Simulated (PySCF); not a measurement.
**Cr(CH3)2: what the settings change**

Cr(CH3)2 holds Cr(II), d4, at total charge 0. The structure is a PBE0-D3(BJ)/def2-TZVP geometry optimised for multiplicity 5; coordination linear, point group D3d, metal–donor distances 2.12 Å.

```
9

Cr    0.000    0.000    0.000
C     0.000    0.000    2.116
H    -1.012   -0.008    2.543
H     0.512   -0.873    2.543
H     0.499    0.880    2.543
C     0.000    0.000   -2.116
H     1.012    0.008   -2.543
H    -0.499   -0.880   -2.543
H    -0.512    0.873   -2.543
```

Method (PySCF 2.14, density fitting): CASSCF(4,5) with orbitals averaged over all microstates of the shell, strongly contracted NEVPT2 on the averaged canonical orbitals; basis x2c-TZVPall on the metal, x2c-SVPall elsewhere; spin-free X2C; gas phase; spin-orbit coupling by state interaction with the mean-field operator over all roots.

Base run: NEVPT2 ground state 5A1g, next 5Eg at 1274, then 5Eg at 4907 cm⁻¹, B(CASSCF) 909, ζ 219 cm⁻¹, D 7.74 cm⁻¹, g 1.787 1.787 1.998, μeff(300 K) 4.70 μB.

Task: What happens with the basis x2c-TZVPall on all atoms?

Result: NEVPT2 ground state 5A1g, next 5Eg at 1175, then 5Eg at 4804 cm⁻¹, B(CASSCF) 909, ζ 219 cm⁻¹, D 8.31 cm⁻¹, g 1.770 1.770 1.998, μeff(300 K) 4.69 μB. It took 7.3 s against 7.1 s on a shared host of the same kind.

Task: What happens with orbitals averaged over the highest spin alone?

Result: NEVPT2 ground state 5A1g, next 5Eg at 1282, then 5Eg at 4899 cm⁻¹, B(CASSCF) 939, ζ 225 cm⁻¹, D 8.23 cm⁻¹, g 1.776 1.776 1.998, μeff(300 K) 4.69 μB.

Task: What happens with the basis x2c-TZVPall on all atoms?

Result: NEVPT2 ground state 5A1g, next 5Eg at 1175, then 5Eg at 4804 cm⁻¹, B(CASSCF) 909, ζ 219 cm⁻¹, D 8.31 cm⁻¹, g 1.770 1.770 1.998, μeff(300 K) 4.69 μB.

Task: What happens with orbitals averaged over the highest spin alone?

Result: NEVPT2 ground state 5A1g, next 5Eg at 1282, then 5Eg at 4899 cm⁻¹, B(CASSCF) 939, ζ 225 cm⁻¹, D 8.23 cm⁻¹, g 1.776 1.776 1.998, μeff(300 K) 4.69 μB.
